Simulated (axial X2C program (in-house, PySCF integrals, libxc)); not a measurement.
# Testing model relations on RbS⁺

A bond curve at the CCSD(T) level, 2c, was computed with an in-house relativistic program for diatomic molecules (basis Rb dyall-cv3z [12s13p8d4f1g], S dyall-av3z [9s8p3d2f] (cores contracted in-house)) for the state Ω = 1 (⟨Sz⟩ = 1.00, ⟨Lz⟩ = 0.00 at HF). Its fit gives Re = 3.5240 Å, ωe = 91.4 cm⁻¹, ωexe = 1.14 cm⁻¹ and αe = 7.658e-04 cm⁻¹; the masses are 84.9118 and 31.9721 u. Two-component means X2C with spin–orbit coupling and atomic mean-field Coulomb and Gaunt terms.

Correlated methods: 14 electrons correlated (number of frozen shells: Rb 3 s, 2 p, 1 d; S 2 s, 1 p), 262 virtual spin orbitals or spinors in MP2, 90 natural virtuals in coupled cluster.

Q: Find the reduced mass, Be and the force constant.

A: From the CCSD(T) values: μ = 23.2265 u. Be = 16.8576/(μ Re²) = 0.05844 cm⁻¹. k = 5.8918×10⁻⁷ μ ωe² = 0.114 mdyn/Å.

Q: Where do the fundamental and the first overtone lie?

A: ν(1←0) = ωe − 2ωexe = 89.1 cm⁻¹; ν(2←0) = 2ωe − 6ωexe = 176.0 cm⁻¹.

Q: A Morse curve ties αe to the other constants (Pekeris). How well does that hold?

A: αe(Morse) = 6Be²/ωe × (√(ωexe/Be) − 1) = 7.661e-04 cm⁻¹; the CCSD(T) curve gives 7.658e-04 cm⁻¹, a ratio of 1.00.

Q: Estimate De from a Morse curve and compare with the computed well depth of 0.254 eV to Rb+ + S.

A: De(Morse) = ωe²/(4ωexe) = 0.227 eV against 0.254 eV computed, a ratio of 0.89. For De the Morse form works well here.

Q: Estimate the centrifugal constant by the Kratzer relation.

A: D = 4Be³/ωe² = 9.56e-08 cm⁻¹.

Occupations by symmetry block were frozen at the best pattern of an incomplete PBE0 search. Dissociation energies refer to the lowest single-determinant-based atoms at the same level and basis. Coupled cluster ran in a truncated set of natural virtual spinors; the MP2 energy of the rest was added. (T) has no such correction and the atoms are truncated less, which lowers De at CCSD(T) by a hundredth of an eV or more. PBE0 can misorder states that lie within some tenths of an eV, so this need not be the ground state of the molecule. The nearest other 2c determinant of the search, Ω = 2, lies 0.35 eV up at the distance of the search. With several unpaired electrons one determinant need not be a pure state. Open-shell Ω = 0 determinants with evenly filled partner blocks cannot be reached by this program, so the Ω shown need not be the lowest component. This is the Ω = 1 component of a π² triplet; the 0⁺ component is not one determinant and can lie lowest. The bond is weak, and without diffuse functions and with truncated virtuals even CCSD(T) can be tens of per cent off in De.
